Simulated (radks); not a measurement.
The numbers below are computed, except where a source is named.
The strontium ion Sr3+, 35 electrons, occupied as [Ar] 3d10 4s2 4p5. Code: a radial shooting solver on a logarithmic mesh with Libxc functionals. Model: scalar-relativistic Kohn-Sham, PBE, spin-unpolarised, spherical densities, point nucleus.

Local quantities along the radius. ELF = 1/(1 + alpha^2) is the electron localisation function; alpha = (tau - tau_W)/tau_unif compares the Pauli kinetic energy density with that of the uniform gas. tau is taken from the large components.

```
   r/bohr * ELF (the largest magnitude, 1, reaches the edge; | marks zero)
 0.002541 |                                                      *
 0.003283 |                                                      *
 0.004274 |                                                      *
 0.005521 |                                                      *
  0.00719 |                                                      *
 0.009362 |                                                      *
  0.01209 |                                                      *
  0.01575 |                                                      *
  0.02034 |                                                     *
  0.02649 |                                                   *
  0.03449 |                                           *
  0.04455 |                          *
  0.05801 |                *
  0.07494 |                     *
  0.09758 |                                   *
   0.1271 |                                          *
   0.1641 |                                    *
   0.2137 |                 *
   0.2761 |                 *
   0.3595 |                                   *
   0.4681 |                                          *
   0.6046 |                                   *
   0.7873 |             *
    1.017 |               *
    1.324 |                                         *
    1.724 |                                            *
    2.228 |                                 *
      2.9 |         *
    3.747 |*
    4.879 *
```

On this mesh the ELF has minima near r = 0.058, 0.24, 0.89 bohr, which separate the shells, and maxima near 0.13 (0.78), 0.47 (0.78), 1.5 (0.83).

Self-consistent cycle (total energy in hartree, residual of the potential): 1: -3169.448479, 1e+01; 2: -3175.067689, 5e+00; 3: -3177.256444, 5e-01; 4: -3177.271487, 3e-01; 5: -3177.281018, 9e-02; 6: -3177.282241, 3e-03; 7: -3177.282236, 3e-04; 8: -3177.282234, 2e-05; 9: -3177.282234, 8e-06; 10: -3177.282234, 3e-06; 11: -3177.282234, 6e-07; 12: -3177.282234, 4e-07; 13: -3177.282234, 1e-08; 14: -3177.282234, 2e-09.
